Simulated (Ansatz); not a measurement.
Calculated with Ansatz (gas phase, PBE0-D4/def2-TZVP geometries, no zero-point term in ΔE). CBS: MP2 limit from def2 TZ/QZ plus the TZ coupled-cluster correction, frozen cores. This one scheme is used for every species. DFT in def2-TZVPP. B3LYP here is the variant with VWN-RPA as its local correlation; programs differ in this. def2 core potentials past Kr. For Sb outer-core shells are correlated without core-valence functions, which leaves a few kJ/mol of doubt a bond.

Consider the formal exchange of groups at the Sb–N bond: `C=[N][SbH2]` + `CC1CO1` → `C[C@H]1O[C@@H]1[SbH2]` + `C=N`.

| level | ΔE (kcal/mol) | difference from CCSD(T)/CBS |
| --- | --- | --- |
| PBE-D4 | 2.4 | 0.9 |
| r2SCAN-D4 | 2.9 | 1.4 |
| PBE0-D4 | 2.0 | 0.5 |
| B3LYP-D4 | 3.1 | 1.6 |
| ωB97X-V | 2.5 | 1.0 |
| ωB97M-V | 2.1 | 0.6 |
| B2PLYP | 3.3 | 1.8 |
| PBE | 2.9 | 1.4 |
| r2SCAN | 3.0 | 1.5 |
| PBE0 | 2.5 | 1.0 |
| B3LYP | 3.9 | 2.4 |
| HF/def2-TZVPP | 4.2 | 2.7 |
| MP2/def2-TZVPP | 1.6 | 0.1 |
| SCS-MP2/def2-TZVPP | 2.3 | 0.8 |
| CCSD/def2-TZVPP | 1.5 | 0.0 |
| CCSD(T)/def2-TZVPP | 1.4 | -0.1 |
| HF/def2-QZVPP | 4.5 | 3.0 |
| MP2/def2-QZVPP | 1.8 | 0.3 |
| SCS-MP2/def2-QZVPP | 2.4 | 0.9 |
| HF/CBS(def2) | 4.5 | 3.0 |
| MP2/CBS(def2) | 1.7 | 0.2 |
| CCSD/CBS(def2) | 1.7 | 0.2 |
| CCSD(T)/CBS | 1.5 | 0 |

Largest T1 diagnostic among the species: 0.015.

The D4 term adds −0.8 kcal/mol with B3LYP and −0.5 kcal/mol with PBE0; it sums over pairs of atoms, weighted by their polarisabilities, and B3LYP, whose exchange is more repulsive, gets the larger term. In def2-TZVPP, CCSD(T) changes the Hartree–Fock value by −2.8 kcal/mol (the triples alone add −0.2 kcal/mol) and MP2 by −2.6 kcal/mol.
